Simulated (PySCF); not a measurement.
Screening by computed properties: pick the candidate that meets the target.

Each SMILES stands for a single optimised conformer of the isolated species, non-relativistic unless stated. Electronic properties by PySCF.

The conformers computed, where there is a choice (atom-mapped SMILES and torsion angles):
- `[CH3:1][SiH2:2][C@@H:3]([F:4])[C:5]#[C:6][SiH2:7][CH:8]([Cl:9])[Cl:10]`: C1–Si2–C3–F4 -63°, C6–Si7–C8–Cl9 58°
- `[CH2:1]=[C:2]([CH3:3])[C@@:4]1([CH:5]([CH3:6])[CH3:7])[CH:8]=[C:9]1[F:10]`: C1–C2–C4–C5 -22°, C2–C4–C5–C6 170°
- `[CH2:1]=[CH:2][C@@:3]([CH:4]=[O:5])([CH2:6][SiH3:7])[C:8](=[CH2:9])[CH3:10]`: C1–C2–C3–C4 169°, C2–C3–C4–O5 3°, C2–C3–C6–Si7 -56°, C2–C3–C8–C9 -120°
- `[CH2:1]=[CH:2][CH2:3][C@@H:4]1[CH2:5][C@@H:6]1/[CH:7]=[CH:8]\[CH2:9][F:10]`: C1–C2–C3–C4 -122°, C2–C3–C4–C5 -88°, C5–C6–C7–C8 159°, C7–C8–C9–F10 -177°
- `[CH3:1][S:2][CH2:3][Si@H:4]([SiH2:5][F:6])[S:7][SiH3:8]`: C1–S2–C3–Si4 180°, S2–C3–Si4–Si5 -63°, C3–Si4–Si5–F6 179°, C3–Si4–S7–Si8 177°
- `[CH3:1][C:2]#[C:3][C@@:4]([CH3:5])([NH:6][CH3:7])[SiH2:8][CH3:9]`: C3–C4–N6–C7 -64°, C3–C4–Si8–C9 179°

(1) Wanted: smallest rotational constant below 0.4 GHz (GFN2-xTB) and dipole moment below 2.4 D (PBE0/pcSseg-1), at GFN2-xTB geometries. Which candidate meets both?
A. `C=CC[C@@H]1C[C@@H]1/C=C\CF`
B. `C=C(C)[C@@]1(C(C)C)C=C1F`
C. `C=C[C@@](C=O)(C[SiH3])C(=C)C`
D. `C[SiH2][C@@H](F)C#C[SiH2]C(Cl)Cl`

(2) Wanted: HOMO–LUMO gap above 7 eV (PBE0/pcSseg-1) and HOMO energy above -6.5 eV (PBE0/pcSseg-1), at GFN2-xTB geometries. Which candidate meets both?
A. `C=C(C)[C@@]1(C(C)C)C=C1F`
B. `CC#C[C@@](C)(NC)[SiH2]C`
C. `C=CC[C@@H]1C[C@@H]1/C=C\CF`
D. `C=C[C@@](C=O)(C[SiH3])C(=C)C`
E. `CSC[Si@H]([SiH2]F)S[SiH3]`
F. `C[SiH2][C@@H](F)C#C[SiH2]C(Cl)Cl`

Results:

(1) D. Computed values:
```
                         species  smallest rotational constant  dipole moment
C[SiH2][C@@H](F)C#C[SiH2]C(Cl)Cl                     0.269 GHz         1.90 D
      C=CC[C@@H]1C[C@@H]1/C=C\CF                     0.435 GHz         2.18 D
    C=C[C@@](C=O)(C[SiH3])C(=C)C                     0.792 GHz         2.55 D
        C=C(C)[C@@]1(C(C)C)C=C1F                     0.898 GHz         0.98 D
```

(2) B. Computed values:
| species | HOMO–LUMO gap | HOMO energy |
| --- | --- | --- |
| CSC[Si@H]([SiH2]F)S[SiH3] | 5.49 eV | -6.65 eV |
| C=C[C@@](C=O)(C[SiH3])C(=C)C | 6.38 eV | -7.35 eV |
| C[SiH2][C@@H](F)C#C[SiH2]C(Cl)Cl | 6.73 eV | -7.79 eV |
| C=CC[C@@H]1C[C@@H]1/C=C\CF | 6.85 eV | -6.86 eV |
| C=C(C)[C@@]1(C(C)C)C=C1F | 7.08 eV | -7.03 eV |
| CC#C[C@@](C)(NC)[SiH2]C | 7.43 eV | -6.38 eV |
